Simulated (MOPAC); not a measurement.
Job for MOPAC: PM6 on C2H6BF (SMILES CB(C)F), a point of a torsion scan.

```
PM6 1SCF PRECISE CHARGE=0 THREADS=1
C2H6BF

C     -1.38248576 1    -0.24928434 1    -0.14179926 1
B     -0.04712167 1     0.41081488 1     0.38183031 1
C      1.40046940 1    -0.00086804 1    -0.09605939 1
F     -0.14100564 1     1.38004734 1     1.28355075 1
H     -1.64354066 1     0.17653635 1    -1.11035482 1
H     -1.28307430 1    -1.32058413 1    -0.29520922 1
H     -2.22366348 1    -0.07047778 1     0.52275615 1
H      1.89040798 1    -0.57960304 1     0.68679282 1
H      2.02785827 1     0.87239412 1    -0.26210894 1
H      1.40442350 1    -0.60592073 1    -0.99727455 1
```

Output:

```
*******************************************************************************
 **                                                                           **
 **                              MOPAC v23.2.5                                **
 **                                                                           **
 *******************************************************************************
 ** MOPAC's Digital Object Identifier: https://doi.org/10.5281/zenodo.6511958 **
 **                                                                           **
 ** Please cite the open-source release paper for use of this MOPAC version:  **
 ** J. E. Moussa and J. J. P. Stewart (2026)                                  **
 ** MOPAC: An open-source semiempirical molecular orbital program             **
 ** J. Open Source Softw., 11(119), 8025, https://doi.org/10.21105/joss.08025 **
 *******************************************************************************

                              PM6 CALCULATION RESULTS

 *******************************************************************************
 *  PM6        - The PM6 Hamiltonian to be used
 *
 *
 *
 *                 CHARGE ON SYSTEM = 0
 *
 *
 *
 *  PRECISE    - TIGHTER CRITERIA TO BE USED
 *  1SCF       - DO 1 SCF AND THEN STOP
 *  THREADS=1  - MULTI-THREADING NOT USED
 *  T=         - A TIME OF 172800.0 SECONDS REQUESTED
 *  DUMP=N     - RESTART FILE WRITTEN EVERY 7200.0 SECONDS REQUESTED
 *******************************************************************************
PM6 1SCF PRECISE CHARGE=0 THREADS=1
 C2H6BF

   ATOM   CHEMICAL          X               Y               Z
  NUMBER   SYMBOL      (ANGSTROMS)     (ANGSTROMS)     (ANGSTROMS)

     1       C         -1.38248576  *  -0.24928434  *  -0.14179926  *
     2       B         -0.04712167  *   0.41081488  *   0.38183031  *
     3       C          1.40046940  *  -0.00086804  *  -0.09605939  *
     4       F         -0.14100564  *   1.38004734  *   1.28355075  *
     5       H         -1.64354066  *   0.17653635  *  -1.11035482  *
     6       H         -1.28307430  *  -1.32058413  *  -0.29520922  *
     7       H         -2.22366348  *  -0.07047778  *   0.52275615  *
     8       H          1.89040798  *  -0.57960304  *   0.68679282  *
     9       H          2.02785827  *   0.87239412  *  -0.26210894  *
    10       H          1.40442350  *  -0.60592073  *  -0.99727455  *



          CARTESIAN COORDINATES

    NO.       ATOM           X           Y           Z

     1         C         -1.3825     -0.2493     -0.1418
     2         B         -0.0471      0.4108      0.3818
     3         C          1.4005     -0.0009     -0.0961
     4         F         -0.1410      1.3800      1.2836
     5         H         -1.6435      0.1765     -1.1104
     6         H         -1.2831     -1.3206     -0.2952
     7         H         -2.2237     -0.0705      0.5228
     8         H          1.8904     -0.5796      0.6868
     9         H          2.0279      0.8724     -0.2621
    10         H          1.4044     -0.6059     -0.9973

 General Reference for PM6:
 "Optimization of Parameters for Semiempirical Methods V: Modification of NDDO Approximations
 and Application to 70 Elements", J. J. P. Stewart, J. Mol. Mod., 13, 1173-1213 (2007)
 URL: https://link.springer.com/article/10.1007/s00894-007-0233-4

           Empirical Formula: C2 H6 B F  =    10 atoms



      MOLECULAR POINT GROUP   :   C1


      RHF CALCULATION, NO. OF DOUBLY OCCUPIED LEVELS = 12


 -------------------------------------------------------------------------------
 PM6 1SCF PRECISE CHARGE=0 THREADS=1
 C2H6BF



     1SCF WAS SPECIFIED, SO BFGS WAS NOT USED
     SCF FIELD WAS ACHIEVED


                              PM6 CALCULATION
                                                       MOPAC v23.2.5 Linux




          FINAL HEAT OF FORMATION =       -106.70327 KCAL/MOL =    -446.44650 KJ/MOL


          COSMO AREA              =        104.23 SQUARE ANGSTROMS
          COSMO VOLUME            =         87.69 CUBIC ANGSTROMS

          IONIZATION POTENTIAL    =         11.007205 EV
          HOMO LUMO ENERGIES (EV) =        -11.007  1.127
          NO. OF FILLED LEVELS    =         12
          MOLECULAR WEIGHT        =         59.8778         POINT GROUP:  C1

          MOLECULAR DIMENSIONS (Angstroms)

            Atom       Atom       Distance
            H     9    H     7     4.42498
            H    10    F     4     3.06345
            H     8    H     5     2.75279


          SCF CALCULATIONS        =          1





   ATOM   CHEMICAL          X               Y               Z
  NUMBER   SYMBOL      (ANGSTROMS)     (ANGSTROMS)     (ANGSTROMS)

     1       C         -1.38248576  *  -0.24928434  *  -0.14179926  *
     2       B         -0.04712167  *   0.41081488  *   0.38183031  *
     3       C          1.40046940  *  -0.00086804  *  -0.09605939  *
     4       F         -0.14100564  *   1.38004734  *   1.28355075  *
     5       H         -1.64354066  *   0.17653635  *  -1.11035482  *
     6       H         -1.28307430  *  -1.32058413  *  -0.29520922  *
     7       H         -2.22366348  *  -0.07047778  *   0.52275615  *
     8       H          1.89040798  *  -0.57960304  *   0.68679282  *
     9       H          2.02785827  *   0.87239412  *  -0.26210894  *
    10       H          1.40442350  *  -0.60592073  *  -0.99727455  *

                             CARTESIAN COORDINATES

   1    C       -1.382485760    -0.249284340    -0.141799260
   2    B       -0.047121670     0.410814880     0.381830310
   3    C        1.400469400    -0.000868040    -0.096059390
   4    F       -0.141005640     1.380047340     1.283550750
   5    H       -1.643540660     0.176536350    -1.110354820
   6    H       -1.283074300    -1.320584130    -0.295209220
   7    H       -2.223663480    -0.070477780     0.522756150
   8    H        1.890407980    -0.579603040     0.686792820
   9    H        2.027858270     0.872394120    -0.262108940
  10    H        1.404423500    -0.605920730    -0.997274550


           Empirical Formula: C2 H6 B F  =    10 atoms



      MOLECULAR POINT GROUP   :   C1


                  EIGENVALUES
 -40.40010 -25.04697 -24.34264 -17.26988 -15.89404 -15.62534 -14.41150 -13.76593
 -13.35272 -13.32738 -12.57245 -11.00720   1.12690   2.15207   4.61098   4.80899
   5.85206   5.93450   6.05785   6.13932   7.06384   7.21088


              NET ATOMIC CHARGES AND DIPOLE CONTRIBUTIONS

  ATOM NO.   TYPE          CHARGE      No. of ELECS.   s-Pop       p-Pop
    1          C          -0.647006        4.6470     1.09706     3.54994
    2          B           0.572712        2.4273     0.98355     1.44374
    3          C          -0.648826        4.6488     1.09714     3.55169
    4          F          -0.288413        7.2884     1.94755     5.34086
    5          H           0.171786        0.8282     0.82821
    6          H           0.167125        0.8329     0.83288
    7          H           0.166753        0.8332     0.83325
    8          H           0.172160        0.8278     0.82784
    9          H           0.169458        0.8305     0.83054
   10          H           0.164252        0.8357     0.83575
 DIPOLE           X         Y         Z       TOTAL
 POINT-CHG.     0.152    -1.222    -1.154     1.688
 HYBRID         0.019     0.055     0.042     0.072
 SUM            0.171    -1.167    -1.112     1.621


          ATOMIC ORBITAL ELECTRON POPULATIONS

     Atom    s        px        py        pz
    1  C   1.09706   1.18767   1.17960   1.18268
    2  B   0.98355   0.69122   0.39223   0.36028
    3  C   1.09714   1.18927   1.18333   1.17909
    4  F   1.94755   1.97167   1.66922   1.69997
    5  H   0.82821
    6  H   0.83288
    7  H   0.83325
    8  H   0.82784
    9  H   0.83054
   10  H   0.83575

 **********************
 *                    *
 * JOB ENDED NORMALLY *
 *                    *
 **********************




 == MOPAC DONE ==
```

The run finished.

Cost: very roughly 0.05 core-seconds.
